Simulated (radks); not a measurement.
The numbers below are computed, except where a source is named.
Charge is removed step by step from the 2s down level of F+, starting from [He] 2s(up 1, down 1) 2p4. Level of theory: scalar-relativistic Kohn-Sham, LDA (Slater exchange, Perdew-Wang correlation), spin-polarised, spherical densities, finite nucleus; open shells are filled with parallel spins first; Fermi nuclear charge, rms radius 2.8976 fm (a radial shooting solver on a logarithmic mesh with Libxc functionals).

removed (e)	E - E(0) (eV)	eigenvalue (eV)	E minus straight line (eV)
0	0.000	-44.836	0.000
0.1	4.571	-46.599	-0.810
0.2	9.320	-48.375	-1.443
0.3	14.247	-50.165	-1.897
0.4	19.353	-51.967	-2.172
0.5	24.640	-53.779	-2.266
0.6	30.109	-55.599	-2.179
0.7	35.760	-57.427	-1.909
0.8	41.594	-59.259	-1.456
0.9	47.612	-61.094	-0.820
1	53.812	-62.929	0.000

Removing the whole electron costs 53.812 eV by Delta-SCF, against 44.836 eV from minus the eigenvalue at the starting occupation. Slater's transition state (half an electron removed) gives 53.779 eV. Integrating minus the eigenvalue over the occupation (Janak's theorem) gives 53.814 eV. In this scalar-relativistic scheme the density is built from large components alone, so the theorem holds only approximately. The mean slope of the eigenvalue, de/dn, is 18.1 eV per electron.
